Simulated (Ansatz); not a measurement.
Harmonic frequencies (cm⁻¹) at PBE0-D4/def2-TZVP from Ansatz: 56, 249, 289, 304, 317, 494, 620, 721, 740, 743, 781, 884, 890, 891, 965, 966, 1035, 1087, 1110, 1145, 1146, 1169, 1606, 1626, 2588, 2599, 3525, 3526, 3621, 3621.

Q: Which molecule is it?
A. `[SH+]1[InH2-][SH+][InH2-]1`
B. `[OH+]1[GaH2-][OH+][GaH2-]1`
C. `Cl[B@H-]1[F+][B@H-](Cl)[F+]1`
D. `Cl[B@H-]1[NH2+][B@@H-](Cl)[NH2+]1`

A: D.
